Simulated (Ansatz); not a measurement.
SiBrH3 (SiH3Br). Total charge 0; singlet. Geometry PBE-D4/def2-TZVP, basis def2-TZVP, Ansatz.

```xyz
5

Si   -0.0026   -0.1589   -0.0447
Br    0.0331    1.9923    0.5604
H    -1.2429   -0.7804    0.5026
H     1.2081   -0.8249    0.5160
H     0.0043   -0.2280   -1.5343
```

```json
{"run": "A", "HOMO (eV)": "-7.99", "LUMO (eV)": "-0.62"}
{"run": "B", "HOMO (eV)": "-7.20", "LUMO (eV)": "-1.31"}
{"run": "C", "HOMO (eV)": "-7.53", "LUMO (eV)": "-0.91"}
{"run": "D", "HOMO (eV)": "-9.59", "LUMO (eV)": "0.50"}
{"run": "E", "HOMO (eV)": "-8.47", "LUMO (eV)": "-0.42"}
{"run": "F", "HOMO (eV)": "-9.78", "LUMO (eV)": "0.59"}
```

Q: The runs used BHLYP, CAM-B3LYP, PBE, PBE0, r2SCAN, r2SCANh. Estimate which is which.

A: A r2SCANh (10 % exact exchange); B PBE (0 % exact exchange); C r2SCAN (0 % exact exchange); D BHLYP (50 % exact exchange); E PBE0 (25 % exact exchange); F CAM-B3LYP (range-separated). Exact exchange lowers occupied and raises empty levels; among semilocal functionals meta-GGAs tend to open the gap a little, and such runs are hard to tell apart. The gap grows from 5.89 eV (PBE) to 10.38 eV (CAM-B3LYP).
